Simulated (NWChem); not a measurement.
CH3FO2Si; SMILES O1CO[SiH]1F

```xyz
8

F     -0.4837    -1.8113     0.0000
Si     0.4363    -0.4944     0.0000
O     -0.0183     0.6799    -1.1023
C     -0.3534     1.5186     0.0000
O     -0.0183     0.6799     1.1023
H      1.8280    -0.9749     0.0000
H      0.2586     2.4369     0.0000
H     -1.4281     1.7714     0.0000
```
Atoms are numbered in this order, from 1.

All runs: NWChem. Structure relaxed at the PBE0/def2-SVP level. Hybrids' shares of exact exchange are those that their runs print; pure functionals count as 0. The functionals differ in more than this share.

```
row               share of exact exchange  highest occupied level (eV)
----------------  -----------------------  ---------------------------
PBE/def2-TZVP                        0.00                        -7.09
BLYP/def2-TZVP                       0.00                        -7.02
B3LYP/def2-TZVP                      0.20                     withheld
PBE0/def2-TZVP                       0.25                        -8.66
PW6B95/def2-TZVP                     0.28                        -8.83
```

Question: Fit a straight line of the last column on the one before it, predict the withheld value, and compare with the run.

Answer: 
1. Means of the 4 shown rows: x = 0.133, y = -7.900. Slope Σ(x − x̄)(y − ȳ)/Σ(x − x̄)² = -0.4504/0.07068 = -6.373; intercept -7.056.
2. The shown rows scatter about the line by 0.026 (root mean square); the largest residual is +0.04, at BLYP/def2-TZVP.
3. At x = 0.20 (B3LYP/def2-TZVP; inside the shown range) the line gives -8.33.
4. The run gives -8.44, -0.11 from the line, 4.3 times the scatter.
